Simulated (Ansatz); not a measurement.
Computed with Ansatz on PBE0-D4/def2-TZVP structures; ΔE is electronic, products minus reactants. CBS: MP2 limit from def2 TZ/QZ plus the TZ coupled-cluster correction, frozen cores. This one scheme is used for every species. Functionals use def2-TZVPP. Open shells (•) are unrestricted, without spin–orbit coupling. def2 core potentials past Kr. For Sn outer-core shells are correlated without core-valence functions, which leaves a few kJ/mol of doubt a bond. Each species was taken in one conformer, which may not be the lowest.

Reaction (homolysis of the N–Sn bond): `O=C=[N][Sn]([Cl])([Cl])[Cl]` → `[N]=C=O`• + `[Cl][Sn]([Cl])[Cl]`•

`O=C=[N][Sn]([Cl])([Cl])[Cl]`:

Cartesian coordinates in Å:
```
O -2.843 -0.833 0.823
C -1.883 -0.213 0.621
N -0.927 0.505 0.443
Sn 0.900 0.207 -0.273
Cl 1.961 2.224 -0.262
Cl 0.772 -0.609 -2.408
Cl 2.019 -1.282 1.057
```

`[N]=C=O`•:

Cartesian coordinates in Å:
```
N 1.063 -0.536 -0.189
C -0.015 0.008 0.003
O -1.047 0.528 0.186
```

`[Cl][Sn]([Cl])[Cl]`•:

Cartesian coordinates in Å:
```
Cl 0.703 -1.649 1.244
Sn -0.602 -0.030 0.194
Cl -0.437 -0.371 -2.106
Cl 0.336 2.050 0.668
```

(1) What is ΔE at CCSD(T)/CBS? (An estimate is asked.)

(2) What do these levels give: revPBE-D4, PBE0-D4, r2SCANh-D4, BHLYP-D4, ωB97M-V, B2PLYP, PBE, LC-ωPBE, RPA@PBE/def2-TZVPP, HF/def2-TZVPP, SCS-MP2/def2-TZVPP, HF/CBS(def2)? (Best estimate.)

Largest T1 diagnostic among the species: 0.026.

Answers

(1) Computed: +369.4 kJ/mol.

(2) The calculation gave: revPBE-D4 310.3, PBE0-D4 338.2, r2SCANh-D4 328.0, BHLYP-D4 331.5, ωB97M-V 345.6, B2PLYP 337.0, PBE 312.1, LC-ωPBE 351.4, RPA@PBE/def2-TZVPP 322.1, HF/def2-TZVPP 258.5, SCS-MP2/def2-TZVPP 398.8, HF/CBS(def2) 260.0 kJ/mol.

From r2SCAN to r2SCAN0 (25 % exact exchange), in def2-TZVPP and without D4, ΔE moves by +6.7 kJ/mol. Leaving LDA and LC-ωPBE aside and taking each functional with its dispersion term where it has one, the values, not all of them listed here, spread over 70.0 kJ/mol, from BLYP-D4 to PBE-QIDH. LDA lies +67.9 kJ/mol from PBE without D4, its usual overbinding.
